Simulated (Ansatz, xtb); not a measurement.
# Two isomers of C3H8BNO2

Structure I: `CNB1OCCO1`, a singlet. Structure II: `COB(C)NC=O`, a singlet. Both are isolated molecules in the gas phase, relaxed with B3LYP-D3(BJ)/def2-SVP; the shapes shown needn't be the lowest conformers.

I (Å):

```json
{"atom": "C", "x (Å)": "-0.2455", "y (Å)": "-3.0031", "z (Å)": "-0.5216"}
{"atom": "C", "x (Å)": "0.9561", "y (Å)": "1.5061", "z (Å)": "0.5166"}
{"atom": "C", "x (Å)": "2.0674", "y (Å)": "0.7160", "z (Å)": "-0.2127"}
{"atom": "B", "x (Å)": "0.2208", "y (Å)": "-0.5704", "z (Å)": "0.0082"}
{"atom": "N", "x (Å)": "-0.6327", "y (Å)": "-1.6794", "z (Å)": "-0.0865"}
{"atom": "O", "x (Å)": "-0.2009", "y (Å)": "0.6878", "z (Å)": "0.3992"}
{"atom": "O", "x (Å)": "1.5734", "y (Å)": "-0.6156", "z (Å)": "-0.2793"}
{"atom": "H", "x (Å)": "-0.3828", "y (Å)": "-3.7639", "z (Å)": "0.2689"}
{"atom": "H", "x (Å)": "-0.8164", "y (Å)": "-3.3373", "z (Å)": "-1.4073"}
{"atom": "H", "x (Å)": "0.8188", "y (Å)": "-2.9956", "z (Å)": "-0.7947"}
{"atom": "H", "x (Å)": "-1.6035", "y (Å)": "-1.5609", "z (Å)": "0.1772"}
{"atom": "H", "x (Å)": "1.1970", "y (Å)": "1.6583", "z (Å)": "1.5847"}
{"atom": "H", "x (Å)": "0.7706", "y (Å)": "2.4944", "z (Å)": "0.0660"}
{"atom": "H", "x (Å)": "2.2387", "y (Å)": "1.1002", "z (Å)": "-1.2350"}
{"atom": "H", "x (Å)": "3.0290", "y (Å)": "0.7386", "z (Å)": "0.3247"}
```

II (Å):

```xyz
15

C    -0.1500   -2.3146   -1.5855
C    -0.1616   -0.7945    1.0768
C     1.9865    1.5059    0.7512
B     0.7208   -0.5012   -0.1884
N     1.6814    0.5883   -0.2278
O     0.6928   -1.2061   -1.3562
O     1.4894    1.5643    1.8517
H     0.0405   -2.6829   -2.6042
H     0.0509   -3.1351   -0.8758
H    -1.2160   -2.0411   -1.5082
H     0.4831   -0.9696    1.9536
H    -0.7511    0.0988    1.3405
H    -0.8429   -1.6496    0.9584
H     2.2068    0.6990   -1.0916
H     2.7750    2.2287    0.4211
```

Quicker runs give these differences E(II) − E(I): GFN2-xTB +26.7 kcal/mol; HF/STO-3G +54.6 kcal/mol (at GFN2-xTB geometries); r2SCAN-D4/def2-SVP +12.9 kcal/mol (at GFN2-xTB geometries).

Q: Estimate E(II) − E(I) at the level CCSD(T)/def2-SVP + ΔMP2/def2-TZVPP.

A: Calculated at CCSD(T)/def2-SVP + ΔMP2/def2-TZVPP: E(II) − E(I) = +15.0 kcal/mol, so structure I lies lower.

How the difference moves with the method:

| level | geometry | E(II) − E(I) (kcal/mol) | departure from the last row (kcal/mol) | job, with rough time for the two |
| --- | --- | --- | --- | --- |
| GFN2-xTB | GFN2-xTB | +26.7 | +11.7 | optimisation, 0.18 s |
| HF/STO-3G | GFN2-xTB | +54.6 | +39.7 | single point, 0.2 s |
| r2SCAN-D4/def2-SVP | GFN2-xTB | +12.9 | −2.1 | single point, 1.1 s |
| B3LYP-D3(BJ)/def2-SVP | B3LYP-D3(BJ)/def2-SVP | +12.0 | −3.0 | optimisation, 46 s |
| HF/def2-SVP | B3LYP-D3(BJ)/def2-SVP | +14.6 | −0.4 | part of the CCSD(T) run |
| MP2/def2-SVP | B3LYP-D3(BJ)/def2-SVP | +13.4 | −1.6 | part of the CCSD(T) run |
| CCSD(T)/def2-SVP | B3LYP-D3(BJ)/def2-SVP | +13.6 | −1.4 | single point |
| CCSD(T)/def2-SVP + ΔMP2/def2-TZVPP | B3LYP-D3(BJ)/def2-SVP | +15.0 |  | single point, 19 s |

As drawn, II has 1 C–B, 1 C=O in place of 1 B–O, 1 C–O, 1 C–C. Structure I has a 5-membered ring, II no ring.

The levels shown agree on the order. The largest departure from CCSD(T)/def2-SVP + ΔMP2/def2-TZVPP is that of HF/STO-3G, 39.7 kcal/mol. The last row adds to CCSD(T) the change of the MP2 difference between the two basis sets, here +1.4 kcal/mol.

With thermal terms from frequencies at re-optimised GFN2-xTB minima (ideal gas, soft modes damped towards free rotors, one conformer each, 298.15 K, 1 atm): the zero-point term adds −2.2 kcal/mol; ΔH is +13.8 and ΔG +11.5 kcal/mol.

The correlated steps freeze 7 core orbitals. Programs: Ansatz 0.2.0, xtb 6.7.1; the last row on 4 threads of AMD EPYC 9R45 96-Core Processor (Zen 5) on a shared host.
